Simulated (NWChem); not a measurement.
BeSiH3F; SMILES [F][Be][SiH3]

```xyz
6

Be     0.0009     0.8210     0.0000
F      0.0011     2.2137     0.0000
Si     0.0003    -1.3458     0.0000
H      0.7029    -1.8942    -1.2044
H     -1.3944    -1.8932    -0.0065
H      0.6916    -1.8942     1.2109
```
Atoms are numbered in this order, from 1.

Level: PBE0/def2-SVP (NWChem), optimised geometry, unscaled harmonic frequencies. 

```json
[
 {"frequency (cm⁻¹)": "208", "IR intensity (km/mol)": "41.1"},
 {"frequency (cm⁻¹)": "208", "IR intensity (km/mol)": "41.1"},
 {"frequency (cm⁻¹)": "395", "IR intensity (km/mol)": "0.4"},
 {"frequency (cm⁻¹)": "503", "IR intensity (km/mol)": "0.9"},
 {"frequency (cm⁻¹)": "503", "IR intensity (km/mol)": "0.9"},
 {"frequency (cm⁻¹)": "866", "IR intensity (km/mol)": "146.4"},
 {"frequency (cm⁻¹)": "933", "IR intensity (km/mol)": "38.1"},
 {"frequency (cm⁻¹)": "933", "IR intensity (km/mol)": "38.1"},
 {"frequency (cm⁻¹)": "1338", "IR intensity (km/mol)": "137.8"},
 {"frequency (cm⁻¹)": "2210", "IR intensity (km/mol)": "35.2"},
 {"frequency (cm⁻¹)": "2216", "IR intensity (km/mol)": "86.8"},
 {"frequency (cm⁻¹)": "2216", "IR intensity (km/mol)": "86.8"}
]
```

The zero-point energy comes out as 17.9 kcal/mol. The thermal correction to the enthalpy at 298.15 K (with zero-point energy) is 21.5 kcal/mol, the heat capacity Cv comes out as 15.2 cal/(mol K) and the entropy at 298.15 K and 1 atm (symmetry number 3) is 66.2 cal/(mol K). The dipole moment comes out as 0.65 D.

Rigid rotor and harmonic oscillator.
